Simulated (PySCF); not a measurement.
## C6H5F2O2: g tensor and hyperfine couplings

C₆H₅F₂O₂ (doublet state).
Structure used (GFN2-xTB), in Å, numbered top down from 1:
```xyz
15
C6H5F2O2 angstrom
C      1.0146    2.3157    0.2612
C      0.3556    1.3296    0.0715
C     -0.5387    0.2480   -0.1431
C     -0.2114   -1.0259   -0.4712
O      0.9884   -1.5911   -0.6549
C      2.1662   -0.8258   -0.5232
O     -1.8356    0.6734    0.0066
C     -2.9112   -0.1003    0.1557
F     -4.0237    0.6524    0.1761
F     -3.1009   -1.1010   -0.7436
H      1.6381    3.1437    0.4219
H     -0.9836   -1.7695   -0.6063
H      2.9846   -1.5169   -0.7189
H      2.1922   -0.0066   -1.2452
H      2.2610   -0.4179    0.4858
```

The hyperfine couplings belong to this conformer and change with its torsions.

Identity: `C#C/C(=C\OC)O[C](F)F` [radical].

The calculation used UKS B3LYP, pcH-1 on C F H O, non-relativistic, mean-field spin-orbit, GIAO (PySCF 2.14.0). The structure is a single GFN2-xTB conformer in the gas phase; no vibrational or solvent corrections. A GFN2-xTB geometry isn't a minimum of the functional, and hyperfine couplings can be far from their values at a DFT geometry. No stability test was run, so a lower SCF solution isn't excluded.

| Quantity | Value |
| --- | --- |
| g1, g2, g3 | 2.00186, 2.00397, 2.00417 |
| g_iso | 2.00333 |
| Form of g | close to axial: the two nearest values differ by 8 % of g3 − g1 |
| ⟨S²⟩ | 0.7535 (exact 0.7500) |
| α and β electrons | 38, 37 |
| HOMO–LUMO gap, α and β orbitals | 5.05, 4.10 eV |

Isotropic coupling and dipolar principal values T1 to T3, in mT (MHz turned into mT with g_iso):

```tsv
atom	isotope	a_iso	T1	T2	T3	Mulliken spin population
C1	13C	-0.05	-0.09	0.02	0.07	-0.02
C2	13C	0.08	-0.03	0.01	0.02	0.01
C3	13C	-0.29	-0.26	0.08	0.18	-0.04
C4	13C	0.21	-0.21	-0.14	0.36	0.07
O5	17O	-0.08	-0.23	0.11	0.12	0.01
C6	13C	-0.01	-0.01	-0.01	0.01	0.00
O7	17O	-1.19	-1.87	0.88	0.99	0.09
C8	13C	22.42	-2.38	-2.32	4.70	0.77
F9	19F	10.82	-6.70	-6.16	12.86	0.05
F10	19F	14.70	-7.67	-7.22	14.89	0.06
H11	1H	0.05	-0.02	0.00	0.02	0.00
H12	1H	-0.13	-0.14	-0.04	0.18	0.00
H13	1H	0.00	-0.02	-0.02	0.04	0.00
H14	1H	0.06	-0.03	-0.02	0.05	0.00
H15	1H	0.06	-0.03	-0.02	0.05	0.00
```

Largest spin populations (Mulliken): C8 (+0.77), O7 (+0.09) and C4 (+0.07). C8 is the only atom above +0.15. The angles at C8 add up to 335.8°, so it is pyramidal.

Under fast tumbling the dipolar parts average out, and these isotropic splittings remain: 2 × 19F (F9/F10, I = 1/2, 3 lines) with 12.76 mT, 1 × 1H (H12, I = 1/2, 2 lines) with 0.13 mT, 1 × 1H (H11, I = 1/2, 2 lines) with 0.05 mT and 3 × 1H (H13/H14/H15, I = 1/2, 4 lines) with 0.04 mT.

Class means assume fast exchange of nuclei equivalent by connectivity; if that motion is slow, each nucleus keeps its own coupling. The 19F value of +357.7 MHz is a mean of couplings from 303.3 to 412.1 MHz in this one geometry, not an average over conformers.

The 13C coupling of C8 (628.7 MHz) shows only in satellite lines or after enrichment, since that isotope makes up about 1.07 % of natural carbon.

The 17O coupling of O7 (-33.5 MHz) shows only in satellite lines or after enrichment, since that isotope makes up about 0.038 % of natural oxygen.

β density exceeds α density at some nuclei, such as C3 (-0.0072) and C1 (-0.0013), spin density in bohr⁻³. In a single determinant that takes different orbitals for the two spins, that is spin polarisation.
